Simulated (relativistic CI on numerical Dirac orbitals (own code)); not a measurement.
# What each ingredient does to the levels of Sr18+

Base calculation: Dirac-Coulomb-Breit CI, KLI orbitals optimised for each configuration, model QED, unscaled Slater integrals.

Configuration list (outside the closed core [Ne]): 3s2 3p6 3d2, 3s2 3p5 3d3, 3s 3p6 3d3, 3s2 3p6 3d 4s, 3s2 3p6 3d 4p, 3s2 3p6 3d 4d, 3s2 3p6 3d 4f, 3s2 3p5 3d2 4s, 3s2 3p6 4s2, 3s2 3p5 3d2 4p, 3s2 3p6 4s 4p, 3p6 3d4, 3p5 3d5. Double excitations out of closed p, d and f shells are left out; levels of such configurations are missing from the list, as are those of other unlisted configurations, and high levels can miss mixing partners. These lack a partner that the ground configuration has and come out too high: 3s2 3p5 3d2 4s, 3s2 3p5 3d2 4p.

Variants: (1) only the first 3 configurations. Shifts of the energy above 3s2 3p6 3d2 3F_2, in cm⁻¹, for the lowest level and the first level of each name with at least 55 % of one term (blank where a level changes its place among those of its configuration and J or its character, or is not in the variant):

```
            Level    Base   Δ(1)
 3s2 3p6 3d2 3F_2       0      0
 3s2 3p6 3d2 3F_3   14900    +25
 3s2 3p6 3d2 3F_4   29589    +39
 3s2 3p6 3d2 1D_2   53134    -15
 3s2 3p6 3d2 3P_0   54181   +178
 3s2 3p6 3d2 3P_1   61389   +128
 3s2 3p6 3d2 3P_2   77410    +66
 3s2 3p6 3d2 1G_4   83852   -289
 3s2 3p6 3d2 1S_0  182419  +2105
3s2 3p5 3d3 5D°_2  814791  -1056
3s2 3p5 3d3 5D°_1  816475  -1054
3s2 3p5 3d3 5D°_0  819939  -1061
3s2 3p5 3d3 5S°_2  824900  -1033
3s2 3p5 3d3 5F°_5  840095  -1092
3s2 3p5 3d3 5F°_1  845856  -1050
3s2 3p5 3d3 5G°_6  860246  -1104
3s2 3p5 3d3 3G°_3  879377   -968
3s2 3p5 3d3 3F°_2  879639   -962
3s2 3p5 3d3 3P°_1  901678   -501
3s2 3p5 3d3 3D°_3  902970   -813
3s2 3p5 3d3 3G°_5  907623   -963
3s2 3p5 3d3 3H°_6  912775  -1056
```

At this charge energies of transitions that change n are usually good to better than 1 %, and those within a shell (Δn = 0) to a few per cent. Terms inside the open d or f shell come out 10 to 20 % too wide with unscaled integrals.

Ionisation energy from the two ground configurations alone: base 721.095 eV. The NIST ASD value (theoretical) is 722 eV.

LS names give the leading component of a level, which can be under half, so a name can repeat, a term be missing and a line seem to break the LS rules.
